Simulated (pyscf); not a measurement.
## HS–GaH–Cl, singlet

Gas-phase minimum from PySCF at ωB97X-D3(BJ)/def2-SVP, one conformer. 

SMILES: [SH][GaH][Cl]
```xyz
5

S     -1.4198     1.1454    -0.3608
Ga    -0.8628    -0.6679     0.7124
Cl    -1.3122    -2.4980    -0.3148
H     -1.9123     0.4728    -1.4197
H     -0.1934    -0.7019     2.1067
```

Bond lengths (Å): S1–Ga2 2.179, S1–H4 1.348, Ga2–Cl3 2.146, Ga2–H5 1.547. Bond angles (°): Ga2–S1–H4 93.7, S1–Ga2–Cl3 114.9, S1–Ga2–H5 124.9, Cl3–Ga2–H5 120.2.

Properties at ωB97X-D3(BJ)/def2-SVP:

```json
{
  "harmonic_wavenumbers_unscaled": "128, 295, 415, 452, 474, 592, 738, 2084, 2763 cm⁻¹",
  "zero_point_energy": "11.3 kcal/mol",
  "rotational_symmetry_number": "1",
  "Entropy of this conformer at 298 K and 1 atm, rigid rotor and harmonic oscillator, modes under 100 cm⁻¹ raised to 100": "313.1 J/(mol K)",
  "dipole_moment": "0.71 D"
}
```

Single-point totals, which compare only within one level (frozen core for MP2 and CC):

```json
[
 {"level": "ωB97X-D3(BJ)/def2-TZVP", "total energy (hartree)": "-2784.55119"},
 {"level": "PBE/def2-TZVP", "total energy (hartree)": "-2783.91027"},
 {"level": "r²SCAN/def2-TZVP", "total energy (hartree)": "-2784.49845"},
 {"level": "B3LYP-D3(BJ)/def2-TZVP", "total energy (hartree)": "-2784.65677"},
 {"level": "PBE0-D3(BJ)/def2-TZVP", "total energy (hartree)": "-2784.02536"},
 {"level": "M06-2X/def2-TZVP", "total energy (hartree)": "-2784.52716"},
 {"level": "ωB97M-D3(BJ)/def2-TZVP", "total energy (hartree)": "-2784.69063"},
 {"level": "HF/def2-TZVPP", "total energy (hartree)": "-2781.56864"},
 {"level": "MP2/def2-TZVPP", "total energy (hartree)": "-2782.15718"},
 {"level": "CCSD/def2-TZVPP", "total energy (hartree)": "-2782.18963"},
 {"level": "CCSD(T)/def2-TZVPP", "total energy (hartree)": "-2782.21689"}
]
```

Soft torsions are taken as harmonic, which can shift the entropy by several J/(mol K). The CCSD(T) − MP2 part came from Ansatz, without density fitting, on the same reference. The frozen core leaves the outer d or s,p core shells of the metals and heavy elements correlated in the MP2 and CC values, and def2-TZVPP describes them poorly, so these totals are far from the basis limit. Elements up to Kr have no core potential and no relativistic terms here.
